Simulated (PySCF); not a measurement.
## Assignment exercise: C$_{3}$H$_{7}$B$_{2}$F$_{3}$

Numbering as in the mapped SMILES `[BH2:1][CH2:2][BH:3][CH2:4][C:5]([F:6])([F:7])[F:8]` (H(Xn): hydrogen on atom n).

All values are calculated (PySCF): PBE0-D3(BJ)/def2-SVP structure, B3LYP/pcJ-1 coupling constants (spin–dipole term only in couplings to heteroatoms), σ from GIAO-CAM-B3LYP/pcSseg-1. Equivalent nuclei averaged, a single conformation, no relativistic terms, no solvent.

Shifts are taken against calculated references (same method and geometry level): TMS for $^{13}$C (σ = 182.45 ppm) and $^{1}$H (σ = 31.33 ppm).

Task: Assign these signals to the numbered atoms. $^{13}$C{$^{1}$H} NMR (computed): δ 134.7 (q, J = 338.9 Hz), 59.7, 41.3 (q, J = 32.2 Hz).

Result: 
| δ (ppm) | atoms | environment | reason |
| --- | --- | --- | --- |
| 134.7 | C5 | CF3 carbon | 3 electronegative neighbours deshield it |
| 59.7 | C2 | sp3 CH2 bonded to 2 B | – |
| 41.3 | C4 | sp3 CH2 bonded to B | – |

Task: Assign these signals to the numbered atoms. $^{1}$H NMR (500 MHz, computed): δ 7.76 (br, 2H), 7.71 (br, 1H), 3.40 (tdd, J = 6.6, 1.9, 1.1 Hz, 2H), 2.12 (qdd, J = 12.6, 1.9, 1.1 Hz, 2H).

Result: 
```tsv
δ (ppm)	atoms	environment	reason
7.76	H(B1)	hydrogen on a boron bonded to C	–
7.71	H(B3)	hydrogen on a boron bonded to 2 C	–
3.40	H(C2)	hydrogen on an sp3 CH2 bonded to 2 B	–
2.12	H(C4)	hydrogen on an sp3 CH2 bonded to B	–
```

H(B1) and H(B3) lie closer than the usual error of such a calculation, so a measured spectrum could show them in the other order.

Hydrogens on boron are broadened and split by $^{11}$B (spin 3/2, 80 %) and 10B (spin 3). A carbon bonded to boron is broadened by the quadrupolar boron nucleus and is often missing from a measured spectrum. C–F couplings over four or more bonds (about 3 Hz to the para carbon of a fluoroarene) are left out. Common functionals overestimate the size of one-bond C–F couplings by tens of Hz; these are unscaled. Splittings below 1 Hz are ignored in the labels, and close J values are merged. Shifts are as computed, not scaled to solution data. Of 1309 compounds with measured shifts, 239 miss one by over three times the rms of a fit or turn the order of signals round; such compounds aren't used in these exercises. Vicinal couplings across rotatable single bonds and in flexible rings belong to the one computed conformer; a conformer average would change them.
